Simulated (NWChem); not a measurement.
System: BHF, doublet; SMILES [BH]F

NWChem input:

```
start job
memory heap 200 mb stack 900 mb global 1100 mb
geometry units angstroms noautosym nocenter noautoz
  B      0.141375     0.713130     0.000000
  F      0.031310    -0.583194     0.000000
  H     -0.840399     1.433356     0.000000
end
basis spherical
  B library iglo-ii
  F library iglo-ii
  H library iglo-ii
end
dft
  odft
  mult 2
  xc xpbe96 cpbe96
  iterations 150
end
property
  hyperfine
end
task dft property
```

In the optimisation the excess spin sits in a' (Cs, its own frame). Coordinates come from a PBE0/def2-SVP, spin-unrestricted optimisation. No stability test was run on the SCF state.

Fermi-contact couplings, non-relativistic, static geometry.

Atoms are numbered as in the input.

Question: Give the results of this calculation. (PBE/IGLO-II, spin-unrestricted, contact and dipolar terms.) Quantities: basis functions; A(iso) 11B atom 1 (MHz); A(iso) 19F atom 2 (MHz); A(iso) 1H atom 3 (MHz); <S²>.

Answer: 
```json
{
  "number_of_basis_functions": "50",
  "A(iso) 11B atom 1 (MHz)": "491",
  "A(iso) 19F atom 2 (MHz)": "230",
  "A(iso) 1H atom 3 (MHz)": "192",
  "<S²>": "0.751"
}
```
